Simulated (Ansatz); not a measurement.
Results of the Gaussian-basis code of Ansatz.

Basis-set series for CuH₄NO, SMILES `[NH2][Cu-][OH2+]`. Charge 0, multiplicity 1. The structure was optimised at the PBE0-D4/def2-TZVP level. It is one conformer, not always the lowest.

```json
{"functional": "PBE0-D4", "basis": "def2-SVP", "functions": "79", "energy (Eh)": "-1772.17423", "HOMO (eV)": "-4.57", "LUMO (eV)": "-0.50"}
{"functional": "PBE0-D4", "basis": "def2-QZVPP", "functions": "334", "energy (Eh)": "-1772.64278", "HOMO (eV)": "-5.28", "LUMO (eV)": "-1.19"}
{"functional": "ωB97M-V", "basis": "def2-SVP", "functions": "79", "energy (Eh)": "-1772.41652", "HOMO (eV)": "-6.89", "LUMO (eV)": "0.84"}
{"functional": "ωB97M-V", "basis": "def2-QZVPP", "functions": "334", "energy (Eh)": "-1772.88854", "HOMO (eV)": "-7.61", "LUMO (eV)": "-0.09"}
```

**Question.** Give the rows for def2-TZVPP. (An estimate is asked.)

**Answer.** The calculation gave: 
```
functional       basis  functions  energy (Eh)  HOMO (eV)  LUMO (eV)
   PBE0-D4  def2-TZVPP        182  -1772.59136      -5.17      -0.87
   ωB97M-V  def2-TZVPP        182  -1772.83847      -7.51       0.57
```

Positive LUMOs are unbound and depend on the basis. Scalar relativity is left out up to krypton.
